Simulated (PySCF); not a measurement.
H6PSi2, SMILES [SiH3][P][SiH3], multiplicity 2. Atoms are numbered in the order given.

```xyz
9

Si     1.6713    -0.0009     0.4286
P      0.0000     0.0000    -1.1092
Si    -1.6713     0.0009     0.4286
H      1.7612     1.3506     1.0592
H      2.9641    -0.3105    -0.2449
H      1.4259    -1.0087     1.5041
H     -1.4259     1.0087     1.5041
H     -2.9641     0.3105    -0.2449
H     -1.7612    -1.3506     1.0592
```
Charge 0, spin multiplicity 2.

Coordinates come from a B3LYP-D3(BJ)/def2-SVP optimisation. The isomer is the one that the SMILES or the coordinates give; other isomers of the formula were not compared.

All values below come from PySCF with PBE/pcH-1.

Unrestricted Kohn–Sham, ⟨S²⟩ = 0.753. Hyperfine tensors hold the contact and dipolar terms, without spin-orbit corrections.

Computed hyperfine couplings:
```csv
nucleus,A(iso) (MHz),A(iso) (G),dipolar principal values (MHz)
29Si no. 1,29.2,10.4,"-1.8, -0.7, 2.5"
31P no. 2,1.4,0.5,"-290.6, -279.4, 570.0"
29Si no. 3,29.2,10.4,"-1.8, -0.7, 2.5"
1H no. 4,60.0,21.4,"-2.4, -1.0, 3.3"
1H no. 5,0.7,0.3,"-2.0, -1.6, 3.6"
1H no. 6,35.9,12.8,"-2.1, -1.3, 3.3"
1H no. 7,35.9,12.8,"-2.1, -1.3, 3.3"
1H no. 8,0.7,0.3,"-2.0, -1.6, 3.6"
1H no. 9,60.0,21.4,"-2.4, -1.0, 3.3"
```

Problem. And the g tensor (effective nuclear charges for spin-orbit coupling, GIAO)? (Estimate from the structure and the level; the computed values follow.)

Solution. principal values 2.0023, 2.0148, 2.0244; isotropic 2.0138.
